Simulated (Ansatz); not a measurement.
Program: Ansatz. Geometries: PBE0-D4/def2-TZVP. ΔE: electronic, gas phase. CCSD(T)/CBS adds triple-zeta CCSD(T) − MP2 to the extrapolated MP2 energy (def2 sets, frozen cores). For Ge outer-core shells are correlated without core-valence functions, which leaves a few kJ/mol of doubt a bond. Scalar relativity is left out up to krypton. Each species was taken in one conformer, which may not be the lowest.

Consider the cleavage of the Ge–Al bond: `[AlH2][CH2][AlH][GeH3]` + `F[SiH](F)S` → `F[SiH](F)[S][GeH3]` + `[AlH2][CH2][AlH2]`.

```tsv
species	CCSD(T)/def2-TZVPP energy (Eh)
`[AlH2][CH2][AlH][GeH3]`	-2602.42692
`F[SiH](F)S`	-887.64248
`F[SiH](F)[S][GeH3]`	-2964.46810
`[AlH2][CH2][AlH2]`	-525.60884
```

Task: Work out ΔE.

Result: ΔE = (-2964.46810) + (-525.60884) − (-2602.42692) − (-887.64248) = -0.00754 Eh = -4.7 kcal/mol. CCSD(T)/CBS gives -4.8 kcal/mol.

Largest T1 diagnostic among the species: 0.012.

From PBE to PBE0 (25 % exact exchange), in def2-TZVPP and without D4, ΔE moves by −1.0 kcal/mol. In def2-TZVPP, CCSD(T) changes the Hartree–Fock value by +2.7 kcal/mol (the triples alone add −0.1 kcal/mol) and MP2 by +0.8 kcal/mol.
